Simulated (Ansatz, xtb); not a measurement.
## Ranking isomers of C5H5N3

11 gas-phase structures of C5H5N3, from a drawn sample of its isomers (lower ones may exist). Each was relaxed with GFN2-xTB:

A. `Cc1c[nH]c(C#N)n1`, a singlet
B. `Cc1cnc(C#N)[nH]1`, a singlet
C. `Cc1nccn1C#N`, a singlet
D. `Cc1nc[nH]c1C#N`, a singlet
E. `Cc1nc(C#N)c[nH]1`, a singlet
F. `Cc1cn(C#N)cn1`, a singlet
G. `Cc1ncc(C#N)[nH]1`, a singlet
H. `Cn1cnc(C#N)c1`, a singlet
I. `Cn1cncc1C#N`, a singlet
J. `Cc1cncn1C#N`, a singlet
K. `Cc1[nH]cnc1C#N`, a singlet

Q: Which do you expect lowest at r2SCAN-D4/def2-SVP//GFN2-xTB, and how would the others follow?

A: Calculated order at r2SCAN-D4/def2-SVP//GFN2-xTB: G (0.0), E (2.3), D (3.6), K (7.5), A (14.6), B (14.9), I (34.1), H (40.7), C (68.2), J (75.3), F (77.3) kJ/mol. Less than 1 kcal/mol parts G and E; E and D; D and K; A and B; J and F, so the order within those pairs means little.

Energies above the lowest of each column, in kJ/mol; the last columns are at r2SCAN-D4/def2-SVP geometries and were run for some of them only (a dash: not run or not comparable):

```json
{"structure": "G", "GFN2-xTB": "9.7", "HF/STO-3G": "7.4", "r2SCAN-D4/def2-SVP//GFN2-xTB": "0.0", "r2SCAN-D4/def2-SVP": "0.0", "CCSD(T)/def2-SVP + ΔMP2/def2-TZVPP": "2.6"}
{"structure": "E", "GFN2-xTB": "15.3", "HF/STO-3G": "0.0", "r2SCAN-D4/def2-SVP//GFN2-xTB": "2.3", "r2SCAN-D4/def2-SVP": "2.3", "CCSD(T)/def2-SVP + ΔMP2/def2-TZVPP": "0.0"}
{"structure": "D", "GFN2-xTB": "14.0", "HF/STO-3G": "15.7", "r2SCAN-D4/def2-SVP//GFN2-xTB": "3.6", "r2SCAN-D4/def2-SVP": "1.2", "CCSD(T)/def2-SVP + ΔMP2/def2-TZVPP": "3.5"}
{"structure": "K", "GFN2-xTB": "18.2", "HF/STO-3G": "4.0", "r2SCAN-D4/def2-SVP//GFN2-xTB": "7.5", "r2SCAN-D4/def2-SVP": "3.6", "CCSD(T)/def2-SVP + ΔMP2/def2-TZVPP": "2.1"}
{"structure": "A", "GFN2-xTB": "26.0", "HF/STO-3G": "21.5", "r2SCAN-D4/def2-SVP//GFN2-xTB": "14.6", "r2SCAN-D4/def2-SVP": "15.0", "CCSD(T)/def2-SVP + ΔMP2/def2-TZVPP": "15.8"}
{"structure": "B", "GFN2-xTB": "22.5", "HF/STO-3G": "15.5", "r2SCAN-D4/def2-SVP//GFN2-xTB": "14.9", "r2SCAN-D4/def2-SVP": "14.7", "CCSD(T)/def2-SVP + ΔMP2/def2-TZVPP": "16.9"}
{"structure": "I", "GFN2-xTB": "12.0", "HF/STO-3G": "28.7", "r2SCAN-D4/def2-SVP//GFN2-xTB": "34.1", "r2SCAN-D4/def2-SVP": "–", "CCSD(T)/def2-SVP + ΔMP2/def2-TZVPP": "–"}
{"structure": "H", "GFN2-xTB": "18.4", "HF/STO-3G": "22.1", "r2SCAN-D4/def2-SVP//GFN2-xTB": "40.7", "r2SCAN-D4/def2-SVP": "–", "CCSD(T)/def2-SVP + ΔMP2/def2-TZVPP": "–"}
{"structure": "C", "GFN2-xTB": "0.0", "HF/STO-3G": "56.9", "r2SCAN-D4/def2-SVP//GFN2-xTB": "68.2", "r2SCAN-D4/def2-SVP": "–", "CCSD(T)/def2-SVP + ΔMP2/def2-TZVPP": "–"}
{"structure": "J", "GFN2-xTB": "5.2", "HF/STO-3G": "60.6", "r2SCAN-D4/def2-SVP//GFN2-xTB": "75.3", "r2SCAN-D4/def2-SVP": "–", "CCSD(T)/def2-SVP + ΔMP2/def2-TZVPP": "–"}
{"structure": "F", "GFN2-xTB": "7.5", "HF/STO-3G": "65.9", "r2SCAN-D4/def2-SVP//GFN2-xTB": "77.3", "r2SCAN-D4/def2-SVP": "–", "CCSD(T)/def2-SVP + ΔMP2/def2-TZVPP": "–"}
```

CCSD(T)/def2-SVP + ΔMP2/def2-TZVPP puts E lowest of those it was run on, with D and G and K within 1 kcal/mol; GFN2-xTB picks C. CCSD(T)/def2-SVP + ΔMP2/def2-TZVPP orders those it was run on as E (0.0), K (2.1), G (2.6), D (3.5), A (15.8), B (16.9) kJ/mol. Less than 1 kcal/mol parts E and K; K and G; G and D; A and B, so the order within those pairs means little. Frequencies (GFN2-xTB) were run for A, B, D, E, G, K alone. ΔMP2 is the change of the MP2 energy from the smaller to the larger basis.

Over these structures GFN2-xTB departs from r2SCAN-D4/def2-SVP//GFN2-xTB by 30.2 kJ/mol on average once a common shift is removed. A GFN2-xTB relaxation took about 0.058 s and the r2SCAN-D4/def2-SVP//GFN2-xTB energy about 3 s on a shared host (Ansatz 0.2.0, xtb 6.7.1).
